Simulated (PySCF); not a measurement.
Continuum solvent and chemical shifts

Structure with atom numbers: `[CH2:1]=[CH:2][c:3]1[cH:4][cH:5][c:6]([SH:7])[cH:8][cH:9]1`; H(Xn) means a hydrogen on atom n. Ha(C1) is cis to C3; Hb(C1) is trans to C3.

GIAO PBE0/pcSseg-1 in PySCF 2.14.0 with density-fitted response routines on one PBE0-D3(BJ)/def2-SVP conformer, non-relativistic, equivalent nuclei averaged. Solvents enter as an IEF-PCM continuum (cyclohexane with ε = 2.0, dimethylsulfoxide with ε = 46.8) around the gas-phase geometry. Shifts are referred to TMS, CS2 computed in the same medium.

In cyclohexane, δ in ppm: C2 144.2, C6 142.7, C3 137.0, C4/C9 132.8, C5/C8 131.6, C1 118.3, S7 -8.7, H(C4)/H(C9) 7.45, H(C5)/H(C8) 7.17, H(C2) 6.58, Ha(C1) 6.13, Hb(C1) 5.53, H(S7) 3.90. Dipole moment 1.14 D.

**Question.** How does each δ change in the more polar medium?

**Answer.** 
```csv
atoms,environment,"Δδ, dimethylsulfoxide"
C2,alkene CH,+0.6
C6,aromatic carbon bearing sulfur,+0.7
C3,substituted aromatic carbon,+0.6
C4/C9,aromatic CH,+1.0
C5/C8,aromatic CH,+1.4
C1,terminal =CH2 carbon,+1.9
S7,thiol sulfur,-11.8
H(C4)/H(C9),hydrogen on an aromatic CH,+0.19
H(C5)/H(C8),hydrogen on an aromatic CH,+0.22
H(C2),hydrogen on an alkene CH,+0.14
Ha(C1),hydrogen on a terminal =CH2 carbon,+0.17
Hb(C1),hydrogen on a terminal =CH2 carbon,+0.15
H(S7),hydrogen on a thiol sulfur,+0.61
```

Changes are relative to cyclohexane. The dipole moment becomes 1.43 D in dimethylsulfoxide.

**Question.** Which nuclei move most (in ppm), and what does the model miss?

**Answer.** S7 (thiol sulfur, -11.8 ppm) in dimethylsulfoxide. A continuum only polarises the solute; specific hydrogen bonds, the anisotropy of aromatic solvents and changes of geometry or conformer are outside it.
